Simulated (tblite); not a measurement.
Species: C8H11NSi.
Atom-mapped SMILES: `[CH3:1]/[N:2]=[CH:3]/[C:4]#[C:5][C:6]1=[CH:7][SiH2:8][C@H:9]1[CH3:10]` (hydrogens: H11, H12, H13 on C1; H14 on C3; H15 on C7; H16, H17 on Si8; H18 on C9; H19, H20, H21 on C10)

Computed with GFN2-xTB (tblite), gas phase: L-BFGS steps from a force-field or distance-geometry start until the largest atomic force falls under 0.01 eV/Å.

Step 25: E = -741.4481 eV
```
atom  x, y, z in Å  |  force x, y, z in eV/Å
C1      4.6459    1.0886   -0.4464    0.021  -0.007   0.018
N2      3.2567    0.7836   -0.4908    0.025   0.015   0.008
C3      2.7157    0.1587    0.4657    0.004   0.021  -0.004
C4      1.3446   -0.1460    0.4605    0.007   0.024  -0.028
C5      0.1613   -0.4061    0.4723    0.021  -0.050   0.006
C6     -1.1871   -0.7589    0.4910    0.011  -0.002   0.010
C7     -1.8811   -1.4151    1.4472   -0.005  -0.005  -0.018
Si8    -3.5086   -1.3649    0.5003   -0.003   0.007   0.020
C9     -2.1933   -0.4839   -0.6125    0.025  -0.005   0.011
C10    -2.3821    0.9919   -0.9272    0.010   0.011   0.001
H11     4.7574    2.1731   -0.5240    0.009  -0.045  -0.016
H12     5.1252    0.6419   -1.3210   -0.024   0.033   0.023
H13     5.1506    0.7344    0.4667   -0.009   0.008  -0.026
H14     3.2742   -0.1825    1.3562   -0.023   0.009  -0.012
H15    -1.4859   -1.7878    2.3798   -0.028   0.010  -0.017
H16    -4.5361   -0.4725    1.0286   -0.051  -0.013   0.011
H17    -4.0546   -2.6226   -0.0035   -0.011  -0.002   0.010
H18    -1.9177   -1.0097   -1.5298   -0.005  -0.003  -0.010
H19    -3.2257    1.1332   -1.5998   -0.007  -0.011  -0.016
H20    -2.5741    1.5539   -0.0156   -0.014   0.006   0.022
H21    -1.4943    1.4075   -1.4012    0.047  -0.001   0.006
```

Step 26: E = -741.4486 eV
```
atom  x, y, z in Å  |  force x, y, z in eV/Å
C1      4.6466    1.0886   -0.4463   -0.009  -0.008   0.013
N2      3.2571    0.7854   -0.4930    0.002   0.006   0.022
C3      2.7146    0.1613    0.4632   -0.009   0.015  -0.005
C4      1.3428   -0.1432    0.4583    0.008   0.021  -0.028
C5      0.1601   -0.4065    0.4729    0.029  -0.048  -0.002
C6     -1.1884   -0.7606    0.4907    0.023   0.011   0.011
C7     -1.8826   -1.4154    1.4473    0.003  -0.011  -0.006
Si8    -3.5103   -1.3659    0.5020    0.006   0.016   0.001
C9     -2.1950   -0.4850   -0.6122    0.047   0.014   0.000
C10    -2.3796    0.9919   -0.9266    0.009   0.011   0.001
H11     4.7583    2.1722   -0.5225    0.019  -0.019  -0.023
H12     5.1256    0.6411   -1.3195   -0.007   0.027  -0.003
H13     5.1482    0.7335    0.4665    0.011  -0.004   0.007
H14     3.2731   -0.1812    1.3536   -0.030   0.012  -0.016
H15    -1.4867   -1.7871    2.3798   -0.028   0.006  -0.008
H16    -4.5378   -0.4737    1.0293   -0.056  -0.010   0.014
H17    -4.0534   -2.6243   -0.0022   -0.017  -0.008   0.008
H18    -1.9181   -1.0095   -1.5302   -0.015  -0.009  -0.006
H19    -3.2213    1.1348   -1.6017   -0.002  -0.008  -0.008
H20    -2.5726    1.5535   -0.0146   -0.015   0.003   0.012
H21    -1.4896    1.4071   -1.3983    0.030  -0.017   0.017
```

Step 27: E = -741.4491 eV
```
atom  x, y, z in Å  |  force x, y, z in eV/Å
C1      4.6471    1.0883   -0.4459   -0.031  -0.007   0.005
N2      3.2575    0.7875   -0.4950   -0.020   0.001   0.025
C3      2.7133    0.1641    0.4606   -0.017   0.009  -0.007
C4      1.3412   -0.1399    0.4554    0.006   0.015  -0.027
C5      0.1595   -0.4079    0.4733    0.030  -0.043  -0.007
C6     -1.1893   -0.7621    0.4907    0.031   0.016   0.007
C7     -1.8841   -1.4160    1.4472    0.010  -0.010   0.005
Si8    -3.5118   -1.3666    0.5036    0.009   0.025  -0.021
C9     -2.1958   -0.4860   -0.6119    0.050   0.028  -0.009
C10    -2.3770    0.9921   -0.9260    0.009   0.007   0.002
H11     4.7596    2.1709   -0.5214    0.027   0.013  -0.025
H12     5.1259    0.6410   -1.3180    0.010   0.015  -0.029
H13     5.1461    0.7325    0.4665    0.029  -0.017   0.039
H14     3.2713   -0.1797    1.3506   -0.031   0.012  -0.011
H15    -1.4880   -1.7863    2.3797   -0.024  -0.003   0.007
H16    -4.5406   -0.4751    1.0303   -0.052  -0.012   0.013
H17    -4.0524   -2.6261   -0.0007   -0.019  -0.006   0.008
H18    -1.9188   -1.0095   -1.5306   -0.020  -0.011   0.002
H19    -3.2169    1.1363   -1.6037    0.009  -0.005   0.003
H20    -2.5715    1.5531   -0.0134   -0.015  -0.001  -0.003
H21    -1.4842    1.4064   -1.3950    0.008  -0.028   0.027
```

Step 28: E = -741.4499 eV
```
atom  x, y, z in Å  |  force x, y, z in eV/Å
C1      4.6475    1.0878   -0.4452   -0.041  -0.001  -0.005
N2      3.2578    0.7905   -0.4973   -0.035   0.003   0.016
C3      2.7111    0.1680    0.4572   -0.021   0.001  -0.008
C4      1.3390   -0.1352    0.4511   -0.002   0.004  -0.023
C5      0.1591   -0.4108    0.4739    0.029  -0.031  -0.013
C6     -1.1899   -0.7641    0.4909    0.030   0.012   0.000
C7     -1.8858   -1.4167    1.4470    0.015  -0.004   0.014
Si8    -3.5139   -1.3669    0.5053    0.007   0.034  -0.045
C9     -2.1959   -0.4867   -0.6115    0.036   0.035  -0.014
C10    -2.3734    0.9925   -0.9250    0.008   0.000   0.004
H11     4.7619    2.1694   -0.5204    0.033   0.045  -0.024
H12     5.1264    0.6410   -1.3165    0.025  -0.001  -0.051
H13     5.1439    0.7309    0.4670    0.041  -0.027   0.062
H14     3.2684   -0.1773    1.3465   -0.028   0.009   0.004
H15    -1.4903   -1.7854    2.3797   -0.018  -0.013   0.025
H16    -4.5455   -0.4774    1.0320   -0.038  -0.020   0.006
H17    -4.0516   -2.6286    0.0016   -0.017   0.005   0.011
H18    -1.9201   -1.0096   -1.5313   -0.022  -0.012   0.012
H19    -3.2107    1.1380   -1.6064    0.024   0.000   0.015
H20    -2.5702    1.5525   -0.0118   -0.013  -0.005  -0.022
H21    -1.4769    1.4050   -1.3902   -0.014  -0.033   0.035
```

**Question.** Estimate the geometry and energy of step 29. (The exact step hangs on the optimiser's Hessian estimate; all steps are aligned on step 28, rigid shifts and turns removed.)

**Answer.** E = -741.4508 eV, largest force 0.074 eV/Å
```
atom  x, y, z in Å  |  force x, y, z in eV/Å
C1      4.6479    1.0873   -0.4444   -0.028   0.007  -0.012
N2      3.2577    0.7946   -0.5001   -0.033   0.010   0.001
C3      2.7080    0.1729    0.4529   -0.015  -0.007  -0.008
C4      1.3364   -0.1292    0.4453   -0.012  -0.011  -0.016
C5      0.1592   -0.4156    0.4743    0.020  -0.013  -0.018
C6     -1.1901   -0.7666    0.4912    0.020   0.001  -0.005
C7     -1.8879   -1.4177    1.4469    0.014   0.007   0.018
Si8    -3.5164   -1.3664    0.5066    0.005   0.039  -0.062
C9     -2.1955   -0.4871   -0.6112    0.009   0.028  -0.012
C10    -2.3687    0.9930   -0.9238    0.006  -0.010   0.007
H11     4.7655    2.1681   -0.5197    0.035   0.060  -0.017
H12     5.1274    0.6412   -1.3153    0.028  -0.013  -0.056
H13     5.1421    0.7286    0.4684    0.035  -0.027   0.059
H14     3.2644   -0.1741    1.3414   -0.023   0.003   0.025
H15    -1.4937   -1.7845    2.3803   -0.011  -0.024   0.040
H16    -4.5528   -0.4808    1.0343   -0.013  -0.031  -0.007
H17    -4.0508   -2.6315    0.0047   -0.012   0.023   0.014
H18    -1.9222   -1.0098   -1.5321   -0.019  -0.011   0.021
H19    -3.2025    1.1400   -1.6097    0.035   0.005   0.024
H20    -2.5690    1.5518   -0.0102   -0.011  -0.005  -0.034
H21    -1.4679    1.4029   -1.3835   -0.028  -0.030   0.037
```

The energy changes by -0.0009 eV. The first-order estimate −F·Δx gives -0.0012 eV and the mean of the old and new forces, exact on a quadratic surface, -0.0009 eV. The step makes an angle of 75° with the force vector and moves no atom by more than 0.011 Å.

The cost below is that of the whole relaxation. On an Intel Xeon 6975P-C with one thread (shared host), this took 0.51 s wall.
